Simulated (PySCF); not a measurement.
# How methods differ on the excitation energy of Ce

Ce [Xe] 4f1 5d1 6s2 (high-spin determinant) → Ce [Xe] 4f1 5d3 (high-spin determinant), as a difference of total energies. Computed with PySCF 2.14 in x2c-TZVPPall (11s7p7d4f2g, 113 functions), with scalar relativity by spin-free X2C-1e. Correlated levels: valence: [Kr] 4d10 frozen; valence and next inner shell: [Ar] 3d10 frozen. The calculations carry no spin-orbit coupling.

| method | excitation energy (eV) |
| --- | --- |
| UHF | 1.141 |
| MP2 (valence) | 1.597 |
| SCS-MP2 (valence) | 1.863 |
| MP2 (valence and next inner shell) | 1.687 |
| SCS-MP2 (valence and next inner shell) | 1.929 |

Task: How much does correlation contribute at MP2 (valence and next inner shell)?

Result: 1.687 − (1.141) = 0.546 eV, measured against UHF.

The determinant of the lower state and of the upper state mixes LS terms, which raises its energy above the lowest term, most at the Hartree-Fock and MP2 levels.
